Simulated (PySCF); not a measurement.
**Zn+ (zinc, charge +1) across methods**

[Ar] 3d9 4s2, 2D determinant (an excited configuration). Computed with PySCF 2.14 in def2-TZVPPD, with no relativity, point nucleus.

| method | E (hartree) | mean ε 3d β (eV) | mean ε 4s α (eV) | mean ε 4s β (eV) | Σ⟨r²⟩ (bohr²) | ⟨S²⟩ |
| --- | --- | --- | --- | --- | --- | --- |
| wB97M-V | -1778.654 | -32.191 | -18.937 | -18.784 | 25.82 | 0.751 |
| TPSS | -1778.745 | -26.643 | -15.826 | -15.624 | 25.73 | 0.751 |
| UHF | -1777.25070 | -38.267 | -18.374 | -18.153 | 26.15 | 0.751 |
| PBE0 | -1778.496 | -29.753 | -16.677 | -16.485 | 25.74 | 0.751 |
| wB97X | -1778.784 | -32.121 | -19.096 | -18.957 | 25.67 | 0.750 |
| LDA | -1775.822 | -26.894 | -16.140 | -15.953 | 25.63 | 0.750 |
| r2SCAN | -1778.718 | -27.110 | -16.079 | -15.870 | 25.66 | 0.751 |
| BP86 | -1778.988 | -26.775 | -16.040 | -15.850 | 25.65 | 0.750 |

Problem. Estimate the same row for PBE.

Solution. E (hartree) = -1778.463; mean ε 3d β (eV) = -26.608; mean ε 4s α (eV) = -15.837; mean ε 4s β (eV) = -15.645; Σ⟨r²⟩ (bohr²) = 25.74; ⟨S²⟩ = 0.750.
